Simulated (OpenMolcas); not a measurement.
A calculation on Zr I.

```yaml
Program: OpenMolcas
Method: CASSCF
Basis: ANO-RCC-VTZP [7s6p4d2f1g]
Scalar_Hamiltonian: DKH2, point nucleus
Active_space: 4 electrons in 6 orbitals (4d 5s)
State_averaging: 2S+1 = 3 even, 71 roots; 2S+1 = 5 even, 15 roots kept (CI in the orbitals of an earlier block); 2S+1 = 1 even, 55 roots kept (CI in the orbitals of an earlier block)
Spin-orbit_coupling: state interaction with AMFI integrals over the reference wave functions, term energies averaged over their components
```

Question: Which level of the active space comes out lowest?

Answer: 4d3 5s 5F1, with 100 % of that term.

Question: How high does 4d2 5s2 3F3 lie?

Answer: 3135 cm-1 above the lowest level.

Question: How high does 4d3 5s 3P0(1) lie?

Answer: 4090 cm-1 above the lowest level.

Question: How high does 4d3 5s 5F3 lie?

Answer: 380 cm-1 above the lowest level.

Question: The level at 7045 cm-1 has J = 2. What is it made of, and what is its g factor?

Answer: 97 % 4d2 5s2 1D2, 2 % 4d3 5s 3P(1); g = 1.010, against 1.000 from Landé's formula for the pure leading term.

Without dynamic correlation excited terms often stand tens of per cent too high (terms of higher spin than the ground term too low), and those without a measured partner can miss by more than the paired ones. Terms from blocks run as CI alone lack orbitals of their own. The lowest computed level is not the ground level that NIST lists (3F2). Configurations are named by rounded mean occupations; where the s occupation lies near a half they are strongly mixed, a name can repeat and a true partner stay unpaired. A single d shell beside an s shell can misplace configurations of different d count against each other. Levels of configurations outside the active space are missing.

A number in round brackets counts repeated terms of one configuration in the order of the reference energies.
